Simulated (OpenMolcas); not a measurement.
## Computed transition rates of F+

| Quantity | Value |
| --- | --- |
| Program | OpenMolcas |
| Method | RASSCF |
| Basis | ANO-RCC-VQZP [5s4p3d2f1g] |
| Scalar Hamiltonian | DKH2, point nucleus |
| Active space | 4 electrons in 9 orbitals (RAS2 2p; RAS3 3s 3d, at most 1 electron) |
| State averaging | 2S+1 = 3 even, 3 roots; 2S+1 = 1 even, 6 roots; 2S+1 = 5 odd, 1 root; 2S+1 = 3 odd, 9 roots; 2S+1 = 1 odd, 8 roots |
| Spin-orbit coupling | RASSI with atomic mean-field integrals over the reference wave functions, term energies averaged over their components |

Rates come from the transition moments of the reference wave functions (E1 and E2 in the length form). At fixed line strength A goes as λ^-3 for E1 and M1 and as λ^-5 for E2, so a rate at the computed wavelength can be rescaled to the measured one. Measured vacuum wavelengths follow from level energies in NIST Handbook of Basic Atomic Spectroscopic Data. Branching counts decays inside the model space alone, at computed energies, and the table is only a selection of the E2 and M1 lines, drawn from those between levels with measured partners whose computed energy lies within a factor of 1.5 of the measured one.

| Upper | Lower | Type | λ computed (nm) | λ measured (nm) | A computed (s-1) | A rescaled (s-1) | Branching % |
| --- | --- | --- | --- | --- | --- | --- | --- |
| 2s² 2p⁴ ³P₀ | 2s² 2p⁴ ³P₁ | M1 | 64450 | 67320 | 2.02e-04 | 1.77e-04 | 100.0 |
| 2s² 2p⁴ ³P₁ | 2s² 2p⁴ ³P₂ | M1 | 31290 | 29310 | 7.37e-04 | 8.97e-04 | 100.0 |
| 2s² 2p⁴ ¹D₂ | 2s² 2p⁴ ³P₁ | M1 | 444.8 | 487 | 1.48e-02 |  | 24.2 |
| 2s² 2p⁴ ¹D₂ | 2s² 2p⁴ ³P₂ | M1 | 438.6 | 479.1 | 4.62e-02 |  | 75.6 |
| 2s² 2p⁴ ¹S₀ | 2s² 2p⁴ ¹D₂ | E2 | 296.6 | 415.9 | 1.17e+01 | 2.16e+00 | 95.0 |
| 2s² 2p⁴ ¹S₀ | 2s² 2p⁴ ³P₁ | M1 | 178 | 224.3 | 6.11e-01 |  | 4.9 |

Spin-changing lines and M1 lines between different terms are not rescaled, since their strength hangs on the term gaps too.

The largest correction is for 2s² 2p⁴ ¹S₀ → 2s² 2p⁴ ¹D₂ (E2): 1.17e+01 × (296.6 / 415.9)^5 = 2.16e+00 s-1, a factor of 0.18.

The computed rate and branching of 2s² 2p⁴ ³P₁ → 2s² 2p⁴ ³P₂ give the upper level a radiative lifetime of 1.000 / 7.37e-04 s-1 = 1.36e+03 s, counting decays inside the model space alone. The rescaled rate gives about 1.1e+03 s.

No measured rate stands beside these. Rescaling mends the energy factor alone: line strengths can still be far off where a level mixes with configurations outside the active space, and weak or spin-changing lines hang on small mixing coefficients that depend on the term gaps too, so rescaling need not improve them.

Without dynamic correlation excited terms often stand tens of per cent too high (terms of higher spin than the ground term too low), and those without a measured partner can miss by more than the paired ones. With the s shell closed, the reference lacks s² → p² mixing. Computed and measured levels are paired by configuration, term and J; levels that our copy of the source lacks, or whose pairing is in doubt (as where it misses far off the trend of its configuration), stay unpaired. Levels of configurations outside the active space are missing.
